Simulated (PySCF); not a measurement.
One of the candidates below gave these computed data.

All candidates are C4H13PSi.

* NMR, other nuclei: isotropic shieldings of nuclei other than C and H, by class: 426 (1 Si), 376 (1 P) ppm [GIAO PBE0/pcSseg-1]
* Polarisability: 103.5 au [CAM-B3LYP/def2-SVPD]
* Dipole: 1.46 D [CAM-B3LYP/def2-SVPD]
* 1H NMR: chemical shifts (computed TMS as zero) by class: 3.92 (3 H), 1.36 (2 H), 1.15 (3 H), 1.01 (3 H), 0.57 (2 H) ppm [GIAO PBE0/pcSseg-1]
* UV, strongest line: among the 8 lowest singlet transitions: S5 at 7.35 eV (169 nm, f = 0.185) [TDDFT CAM-B3LYP/def2-SVPD]
* 13C NMR: chemical shifts (computed TMS as zero) by class: 36.6 (1 C), 16.7 (1 C), 13.9 (1 C), 12.5 (1 C) ppm [GIAO PBE0/pcSseg-1]
* Triplet: lowest triplet excitation (Tamm–Dancoff): 5.34 eV [TDA CAM-B3LYP/def2-SVPD]
* Rotational structure: rotational constants A, B, C: 5.163, 1.043, 0.949 GHz [GFN2-xTB]
* UV, first state: lowest singlet excitation: 6.39 eV (194 nm, f = 0.088) [TDDFT CAM-B3LYP/def2-SVPD]

Gas-phase values; electronic properties from PySCF, density fitting. Levels stand in brackets. Geometry: GFN2-xTB, one conformer, isolated molecule. NMR values are class means; diastereotopic atoms form classes of their own.

Question: Which candidate is it?
A. `CCP(C)C[SiH3]`
B. `CC(C)(C)[SiH2]P`
C. `C[Si](C)(C)CP`

Answer: A. It is `CCP(C)C[SiH3]`. Numbering: `[CH3:1][CH2:2][P:3]([CH3:4])[CH2:5][SiH3:6]`. 4 carbons fall into 4 classes; from least to most shielded: sp3 carbon bound to phosphorus [C2] (36.6 ppm), sp3 carbon bound to phosphorus [C4] (16.7 ppm), sp3 carbon bound to silicon [C5] (13.9 ppm), methyl carbon [C1] (12.5 ppm). Hydrogen classes from least to most shielded: 3 H on an SiH3 silicon, Si6 (3.92 ppm), 2 H on an sp3 carbon bound to phosphorus, C2 (1.36 ppm, a mean of values up to 0.6 ppm apart in this geometry), 3 H on a methyl carbon, C1 (1.15 ppm), 3 H on an sp3 carbon bound to phosphorus, C4 (1.01 ppm, a mean of values up to 1.0 ppm apart in this geometry), 2 H on an sp3 carbon bound to silicon, C5 (0.57 ppm). The other shieldings belong to: 426 ppm, SiH3 silicon [Si6]; 376 ppm, phosphine phosphorus [P3]. The optimised geometry has point group C1 and is an asymmetric top.

The others, at the same levels:
- `C[Si](C)(C)CP` fails: it has 2 carbon classes against 4; its computed 13C shifts are 0.8 (1 C), -1.5 (3 C) ppm, 1H shifts are 2.80 (2 H), 0.70 (2 H), 0.07 (9 H) ppm and lowest triplet excitation (Tamm–Dancoff) is 5.59 eV (against 5.34 eV).
- `CC(C)(C)[SiH2]P` fails: its computed lowest triplet excitation (Tamm–Dancoff) is 5.71 eV (against 5.34 eV), strongest line among the 8 lowest singlet transitions is S3 at 7.11 eV (174 nm, f = 0.277) (against S5 at 7.35 eV) and rotational constant A is 3.486 GHz (against 5.163 GHz).

Each candidate is one conformer, not necessarily the lowest. Dipoles, sizes and rotational constants follow the conformer. The torsions of the flexible species, by atom-mapped SMILES:
- `[CH3:1][CH2:2][P:3]([CH3:4])[CH2:5][SiH3:6]`: C1–C2–P3–C4 75°, C2–P3–C5–Si6 -176°
- `[CH3:1][Si:2]([CH3:3])([CH3:4])[CH2:5][PH2:6]`: C1–Si2–C5–P6 -60°, H–P6–C5–Si2 75°, H–P6–C5–Si2 167°
- `[CH3:1][C:2]([CH3:3])([CH3:4])[SiH2:5][PH2:6]`: C1–C2–Si5–P6 -59°, H–P6–Si5–C2 -177°, H–P6–Si5–C2 90°
